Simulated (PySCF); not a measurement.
Br₂Zr, SMILES [Zr]([Br])[Br], multiplicity 1.

The structure is a stationary point at B3LYP-D3(BJ)/def2-SVP. The multiplicity is an assumed one; other spin states were not compared. The def2 effective core potentials stand for the cores of Zr; spin–orbit coupling is left out.

Two levels are set side by side: PBE/def2-TZVPD (PySCF) and M06-2X/def2-TZVPD (PySCF). Same geometry, gas phase. Differences are taken from unrounded values.

| quantity | M06-2X | PBE | PBE minus M06-2X |
|---|---|---|---|
| orbital gap (eV) | 4.16 | 0.13 | -4.03 |
| highest occupied level (eV) | -6.55 | -4.58 | 1.97 |
| lowest empty level (eV) | -2.39 | -4.45 | -2.06 |
| dipole moment (D) | 1.48 | 0.88 | -0.60 |
| mean polarisability (bohr³) | 113.2 | 122.9 | 9.8 |

PBE's occupied levels lie high since its potential decays too fast outside the molecule; exact exchange lowers them and widens the gap. PBE's more diffuse valence density responds more strongly to a field. Differences between two approximate levels are no errors against the true value.

Rough cost on one machine, each run with all the roots and properties that it gave: M06-2X against PBE about 2 times.
